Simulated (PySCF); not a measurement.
A GIAO shielding run with PySCF 2.14.0 with density-fitted response routines (density fitting, non-relativistic, gas phase) on `C=C1C[NH2+][BH2-]O1`, C3H8BNO:

```
$ OMP_NUM_THREADS=1 python probes_run.py task.json out

{"job": {"kind": "nmr", "xc": "BLYP", "basis": "pcSseg-1", "pop": false}, "charge": 0, "multiplicity": 1}
C      1.820980     1.308615     0.440671
C      0.658153     0.676346     0.233007
C      0.510291    -0.828314     0.125526
N     -0.746528    -0.985393    -0.630051
B     -1.628802     0.288398    -0.068946
O     -0.530275     1.253590     0.084212
H      2.750505     0.743774     0.513621
H      1.847420     2.392978     0.551904
H      1.364129    -1.329400    -0.350829
H      0.347930    -1.266498     1.122734
H     -1.205359    -1.881286    -0.472644
H     -0.586943    -0.880636    -1.633608
H     -2.445957     0.609701    -0.914695
H     -2.108433    -0.110247     0.989873
```

Hardware: 1 thread of an Arm Neoverse N1, shared host. The job also computes ring-centre shieldings.

**Question.** How large is the calculation?

**Answer.** 46 electrons, 142 basis functions and 726 auxiliary functions.

**Question.** How long does it take, and how much memory does it need?

**Answer.** 30 s of wall time, with 16 SCF cycles; peak memory 0.66 GiB. Times on a shared host scatter by some tens of per cent.

**Question.** And these other runs on the same molecule and hardware: GIAO shielding at B3LYP/pcSseg-1; GIAO shielding at B97-D/pcSseg-1; GIAO shielding at BP86/pcSseg-1; GIAO shielding at HF/pcSseg-1; GIAO shielding at KT2/pcSseg-1; GIAO shielding at KT3/pcSseg-1?

**Answer.** B3LYP/pcSseg-1: 142 functions, 18 s; B97-D/pcSseg-1: 142 functions, 29 s; BP86/pcSseg-1: 142 functions, 29 s; HF/pcSseg-1: 142 functions, 8.6 s; KT2/pcSseg-1: 142 functions, 29 s; KT3/pcSseg-1: 142 functions, 29 s.
